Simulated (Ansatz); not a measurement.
Reaction (ligand exchange at the Si–C bond): `C=C[Si@@H](O)[Si@@H](O)F` + HCl → `O[Si@H](Cl)[Si@@H](O)F` + `C=C`

Program: Ansatz. Geometries: PBE0-D4/def2-TZVP. ΔE: electronic, gas phase. CCSD(T)/CBS is the MP2 limit (def2-TZVPP, def2-QZVPP) plus CCSD(T) − MP2 in def2-TZVPP, frozen cores. This one scheme is used for every species. Functionals use def2-TZVPP. One conformer a species, not always the lowest.

`C=C[Si@@H](O)[Si@@H](O)F`:

Z-matrix (Å, degrees):
```
Si
C 1 1.850
Si 1 2.351 2 110.3
O 1 1.654 2 106.5 3 -119.3
H 1 1.493 2 110.3 3 119.4
C 2 1.331 1 122.9 3 112.4
H 2 1.089 1 118.3 3 -66.7
O 3 1.639 1 107.4 2 71.6
F 3 1.610 1 108.7 2 -169.2
H 3 1.490 1 115.9 2 -52.0
H 4 0.958 1 117.5 2 173.2
H 6 1.086 2 121.4 1 1.0
H 6 1.086 2 122.0 1 -179.5
H 8 0.959 3 118.9 1 -167.3
```

HCl:

```xyz
2

Cl   -0.270   -0.151   -0.560
H     0.270    0.151    0.560
```

`O[Si@H](Cl)[Si@@H](O)F`:

Z-matrix (Å, degrees):
```
Si
F 1 1.600
Si 1 2.354 2 107.3
O 1 1.635 2 111.3 3 118.1
H 1 1.480 2 107.6 3 -126.2
O 3 1.638 1 113.7 2 -158.6
Cl 3 2.078 1 102.0 2 82.3
H 3 1.478 1 117.4 2 -34.8
H 4 0.961 1 116.8 2 -75.6
H 6 0.959 3 118.7 1 -50.5
```

`C=C`:

Z-matrix (Å, degrees):
```
C
C 1 1.323
H 1 1.085 2 121.7
H 1 1.085 2 121.7 3 -180.0
H 2 1.085 1 121.7 3 -0.0
H 2 1.085 1 121.7 3 -180.0
```

```tsv
level	ΔE (kJ/mol)
ωB97M-V	-106.2
HF/def2-TZVPP	-111.9
HF/def2-QZVPP	-112.1
MP2/def2-QZVPP	-105.6
```

Question: What does CCSD(T)/CBS give? (Estimate.)

Answer: Computed: -103.7 kJ/mol. The listed levels differ from it by -2.5, -8.2, -8.4, -1.9 kJ/mol.

Largest T1 diagnostic among the species: 0.012.

In def2-TZVPP, CCSD(T) changes the Hartree–Fock value by +12.4 kJ/mol (the triples alone add +0.7 kJ/mol) and MP2 by +8.8 kJ/mol.
